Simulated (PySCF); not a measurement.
Species: C8H9FSi.
Numbering: `[CH:1]#[C:2][Si@@:3]([F:4])([C:5]#[C:6][CH3:7])[CH:8]1[CH2:9][CH2:10]1`

Geometry (GFN2-xTB, Å), atoms numbered from 1 in this order:
```
atom  x, y, z in Å
C1     1.217    3.379    1.036
C2     0.995    2.420    0.347
Si3    0.639    0.943   -0.711
F4     1.544    1.094   -2.049
C5     1.148   -0.602    0.153
C6     1.442   -1.620    0.725
C7     1.806   -2.841    1.405
C8    -1.162    0.896   -1.245
C9    -1.925   -0.401   -1.258
C10   -2.241    0.632   -0.231
H11    1.418    4.220    1.636
H12    1.136   -3.647    1.108
H13    2.828   -3.117    1.147
H14    1.737   -2.701    2.483
H15   -1.429    1.595   -2.030
H16   -2.634   -0.568   -2.056
H17   -1.415   -1.297   -0.938
H18   -1.945    0.442    0.790
H19   -3.168    1.180   -0.318
```

Probes without a nucleus sit at each ring's centroid and 1 Å off its mean plane on both sides; NICS is minus the shielding there, NICSzz its component along the normal. Level: GIAO PBE0/pcSseg-1 (PySCF, non-relativistic, gas phase) on the GFN2-xTB geometry, one conformer.

Ring bond lengths (Å), with Mayer bond orders in brackets: C8–C9 1.505 (0.96), C9–C10 1.491 (0.97), C10–C8 1.504 (0.95).

Problem. Give the NICS values of each ring in ppm.

Solution. 
| ring | type | NICS(0) | NICS(1), two faces | NICS(1)zz, two faces | rms pucker (Å) | centre to ring atoms, mean (Å) |
| --- | --- | --- | --- | --- | --- | --- |
| C8–C9–C10 | 3-membered carbocycle; formal bonds all single | -45.2 | -9.8 / -8.4 | -25.8 / -24.6 | 0.00 | 0.87 |

Problem. What can be read from them?

Solution. 
- C8–C9–C10: mean NICS(1)zz -25.2 ppm, shielded. C8, C9, C10 have four or more neighbours, so the value isn't read as a sign of a π ring current. NICS(0) lies 36 ppm below the mean NICS(1).

Problem. What are the shieldings of the ring atoms and their hydrogens in the same run (means over atoms taken as equivalent)?

Solution. 
```csv
atoms,environment,σ isotropic (ppm)
C8,sp3 carbon bound to silicon,186.2
C9,three-membered-ring carbon,182.1
C10,three-membered-ring carbon,185.9
H15,methine hydrogen,31.70
H16,methylene hydrogen,31.02
H17,methylene hydrogen,31.03
H18,methylene hydrogen,31.52
H19,methylene hydrogen,31.13
```

On an Arm Neoverse V2 with one thread, on a shared host, this took 45 s and 1.0 GiB of memory at its peak. This is the whole shielding run at PBE0/pcSseg-1, SCF included.
